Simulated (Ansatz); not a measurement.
Program: Ansatz. Geometries: PBE0-D4/def2-TZVP. ΔE: electronic, gas phase. CCSD(T)/CBS adds triple-zeta CCSD(T) − MP2 to the extrapolated MP2 energy (def2 sets, frozen cores). Functionals use def2-TZVPP. Each species was taken in one conformer, which may not be the lowest.

Reaction (isomerisation): `C[Si](N)(O)S` → `OCN[SiH2]S`

`C[Si](N)(O)S`:

Cartesian coordinates in Å:
```
C -1.412 -0.433 0.371
Si 0.151 0.362 -0.242
N 1.429 -0.194 0.751
O 0.078 2.006 -0.222
S 0.453 0.026 -2.336
H -1.403 -1.514 0.212
H -2.270 -0.021 -0.164
H -1.553 -0.244 1.439
H 1.294 -0.985 1.358
H 2.390 -0.107 0.462
H 0.403 2.416 0.581
H 0.440 -1.312 -2.210
```

`OCN[SiH2]S`:

Cartesian coordinates in Å:
```
O -1.600 -0.044 -1.360
C -1.326 -0.589 -0.094
N 0.025 -1.055 0.067
Si 1.286 -0.008 0.559
S 1.378 1.820 -0.595
H -0.996 0.698 -1.490
H -1.524 0.141 0.703
H -2.031 -1.415 0.027
H 0.256 -1.825 -0.545
H 1.086 0.440 1.958
H 2.555 -0.748 0.377
H 0.891 2.585 0.394
```

Q: Is it downhill or uphill in electronic energy at CCSD(T)/CBS, and by how much? (An estimate is asked.)

A: Computed: Uphill: ΔE = +60.5 kcal/mol.

Q: What do these levels give: PBE-D4, ωB97X-V, ωB97M-V, PBE, r2SCAN, PBE0, SCS-MP2/def2-TZVPP, CCSD(T)/def2-TZVPP, MP2/def2-QZVPP, SCS-MP2/def2-QZVPP, HF/CBS(def2), MP2/CBS(def2)? (Estimate.)

A: Computed: PBE-D4 55.9, ωB97X-V 57.7, ωB97M-V 59.9, PBE 55.7, r2SCAN 60.2, PBE0 57.5, SCS-MP2/def2-TZVPP 59.6, CCSD(T)/def2-TZVPP 59.0, MP2/def2-QZVPP 62.7, SCS-MP2/def2-QZVPP 60.7, HF/CBS(def2) 59.3, MP2/CBS(def2) 63.2 kcal/mol.

Largest T1 diagnostic among the species: 0.011.

From PBE to PBE0 (25 % exact exchange), in def2-TZVPP and without D4, ΔE moves by +1.8 kcal/mol.
